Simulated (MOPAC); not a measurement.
Input for MOPAC: AM1 on BH3OS (SMILES OBS), a point of a torsion scan.

```
AM1 1SCF PRECISE CHARGE=0 THREADS=1
BH3OS

O     -1.16220811 1    -0.66110729 1     0.04577324 1
B     -0.16454735 1     0.20168591 1     0.12466889 1
S      1.46095375 1    -0.45130685 1     0.67511532 1
H     -2.03504548 1    -0.36887069 1    -0.21723952 1
H     -0.22725442 1     1.32411915 1    -0.23265576 1
H      2.10245495 1    -0.09360532 1    -0.42941902 1
```

Output:

```
*******************************************************************************
 **                                                                           **
 **                              MOPAC v23.2.5                                **
 **                                                                           **
 *******************************************************************************
 ** MOPAC's Digital Object Identifier: https://doi.org/10.5281/zenodo.6511958 **
 **                                                                           **
 ** Please cite the open-source release paper for use of this MOPAC version:  **
 ** J. E. Moussa and J. J. P. Stewart (2026)                                  **
 ** MOPAC: An open-source semiempirical molecular orbital program             **
 ** J. Open Source Softw., 11(119), 8025, https://doi.org/10.21105/joss.08025 **
 *******************************************************************************

                              AM1 CALCULATION RESULTS

 *******************************************************************************
 *  AM1        - The AM1 Hamiltonian to be used
 *
 *
 *
 *                 CHARGE ON SYSTEM = 0
 *
 *
 *
 *  PRECISE    - TIGHTER CRITERIA TO BE USED
 *  1SCF       - DO 1 SCF AND THEN STOP
 *  THREADS=1  - MULTI-THREADING NOT USED
 *  T=         - A TIME OF 172800.0 SECONDS REQUESTED
 *  DUMP=N     - RESTART FILE WRITTEN EVERY 7200.0 SECONDS REQUESTED
 *******************************************************************************
AM1 1SCF PRECISE CHARGE=0 THREADS=1
 BH3OS

   ATOM   CHEMICAL          X               Y               Z
  NUMBER   SYMBOL      (ANGSTROMS)     (ANGSTROMS)     (ANGSTROMS)

     1       O         -1.16220811  *  -0.66110729  *   0.04577324  *
     2       B         -0.16454735  *   0.20168591  *   0.12466889  *
     3       S          1.46095375  *  -0.45130685  *   0.67511532  *
     4       H         -2.03504548  *  -0.36887069  *  -0.21723952  *
     5       H         -0.22725442  *   1.32411915  *  -0.23265576  *
     6       H          2.10245495  *  -0.09360532  *  -0.42941902  *



          CARTESIAN COORDINATES

    NO.       ATOM           X           Y           Z

     1         O         -1.1622     -0.6611      0.0458
     2         B         -0.1645      0.2017      0.1247
     3         S          1.4610     -0.4513      0.6751
     4         H         -2.0350     -0.3689     -0.2172
     5         H         -0.2273      1.3241     -0.2327
     6         H          2.1025     -0.0936     -0.4294

  H: (AM1): M.J.S. DEWAR ET AL, J. AM. CHEM. SOC. 107 3902-3909 (1985)
  B: (AM1): M.J.S. DEWAR ET AL, ORGANOMETALLICS, 7, 513-521 (1988)
  O: (AM1): M.J.S. DEWAR ET AL, J. AM. CHEM. SOC. 107 3902-3909 (1985)
  S: (AM1): M.J.S. DEWAR, Y-C YUAN, INORGANIC CHEMISTRY, 29, 3881:3890,  (1990)

           Empirical Formula: H3 O B S  =     6 atoms



      MOLECULAR POINT GROUP   :   C1


      RHF CALCULATION, NO. OF DOUBLY OCCUPIED LEVELS = 9


 -------------------------------------------------------------------------------
 AM1 1SCF PRECISE CHARGE=0 THREADS=1
 BH3OS



     1SCF WAS SPECIFIED, SO BFGS WAS NOT USED
     SCF FIELD WAS ACHIEVED


                              AM1 CALCULATION
                                                       MOPAC v23.2.5 Linux




          FINAL HEAT OF FORMATION =        -80.45103 KCAL/MOL =    -336.60711 KJ/MOL


          COSMO AREA              =         92.34 SQUARE ANGSTROMS
          COSMO VOLUME            =         75.49 CUBIC ANGSTROMS

          IONIZATION POTENTIAL    =          9.196255 EV
          HOMO LUMO ENERGIES (EV) =         -9.196  0.447
          NO. OF FILLED LEVELS    =          9
          MOLECULAR WEIGHT        =         61.8931         POINT GROUP:  C1

          MOLECULAR DIMENSIONS (Angstroms)

            Atom       Atom       Distance
            H     6    H     4     4.15207
            H     5    S     3     2.12634
            H     4    S     3     0.80125


          SCF CALCULATIONS        =          1





   ATOM   CHEMICAL          X               Y               Z
  NUMBER   SYMBOL      (ANGSTROMS)     (ANGSTROMS)     (ANGSTROMS)

     1       O         -1.16220811  *  -0.66110729  *   0.04577324  *
     2       B         -0.16454735  *   0.20168591  *   0.12466889  *
     3       S          1.46095375  *  -0.45130685  *   0.67511532  *
     4       H         -2.03504548  *  -0.36887069  *  -0.21723952  *
     5       H         -0.22725442  *   1.32411915  *  -0.23265576  *
     6       H          2.10245495  *  -0.09360532  *  -0.42941902  *

                             CARTESIAN COORDINATES

   1    O       -1.162208110    -0.661107290     0.045773240
   2    B       -0.164547350     0.201685910     0.124668890
   3    S        1.460953750    -0.451306850     0.675115320
   4    H       -2.035045480    -0.368870690    -0.217239520
   5    H       -0.227254420     1.324119150    -0.232655760
   6    H        2.102454950    -0.093605320    -0.429419020


           Empirical Formula: H3 O B S  =     6 atoms



      MOLECULAR POINT GROUP   :   C1


                  EIGENVALUES
 -38.56196 -23.47835 -19.09038 -17.70803 -15.14304 -14.45460 -13.04082 -10.94068
  -9.19626   0.44698   1.24676   2.14042   3.63981   4.20960   7.01023


              NET ATOMIC CHARGES AND DIPOLE CONTRIBUTIONS

  ATOM NO.   TYPE          CHARGE      No. of ELECS.   s-Pop       p-Pop
    1          O          -0.289735        6.2897     1.81700     4.47273
    2          B           0.132620        2.8674     1.20464     1.66274
    3          S          -0.132111        6.1321     1.88331     4.24880
    4          H           0.243025        0.7570     0.75698
    5          H          -0.019415        1.0194     1.01942
    6          H           0.065616        0.9344     0.93438
 DIPOLE           X         Y         Z       TOTAL
 POINT-CHG.    -1.106     0.751    -0.780     1.548
 HYBRID        -0.783     0.884    -1.186     1.673
 SUM           -1.889     1.636    -1.965     3.179


          ATOMIC ORBITAL ELECTRON POPULATIONS

     Atom    s        px        py        pz
    1  O   1.81700   1.23129   1.51542   1.72602
    2  B   1.20464   0.64580   0.67414   0.34281
    3  S   1.88331   1.17087   1.80696   1.27098
    4  H   0.75698
    5  H   1.01942
    6  H   0.93438

 **********************
 *                    *
 * JOB ENDED NORMALLY *
 *                    *
 **********************




 == MOPAC DONE ==
```

The run finished.

Cost: about 0.05 core-seconds (a rough figure).
